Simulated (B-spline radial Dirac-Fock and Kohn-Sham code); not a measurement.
## Ag³²⁺: eigenvalues, ΔSCF and the reference

System: silver as Ag³²⁺ in the configuration [Ne] 3s2 3p3.

The density-functional columns are spherical, spin-unpolarised Dirac-Kohn-Sham results without Breit or QED terms: −ε is minus the orbital energy of the initial state and ΔSCF the difference of two total energies. The reference in the last column comes from ΔSCF Dirac-Fock with Breit, self-energy and vacuum polarisation, finite nucleus, configuration average. All numbers are from a radial B-spline solver, in eV; a selection of levels is shown. The Kohn-Sham columns are given as differences from the reference. For the 1s level of heavy atoms much of the gap between ΔSCF and the reference is the Breit and QED part, -78.9 eV here; for other levels the error of the functional can be larger.

| level | LDA −ε − DF | LDA ΔSCF − DF | Dirac-Fock |
| --- | --- | --- | --- |
| K | -276.1 | +71.5 | 27295.3 |
| L1 | -120.9 | -37.2 | 5512.4 |
| L3 | -92.7 | +2.5 | 5062.6 |
| M1 | -35.7 | -0.8 | 2092.8 |
| M2,3 | -32.4 | +3.7 | 1974.4 |

Values without a named source are computed, but for edge energies of neutral atoms, which are taken from tables.
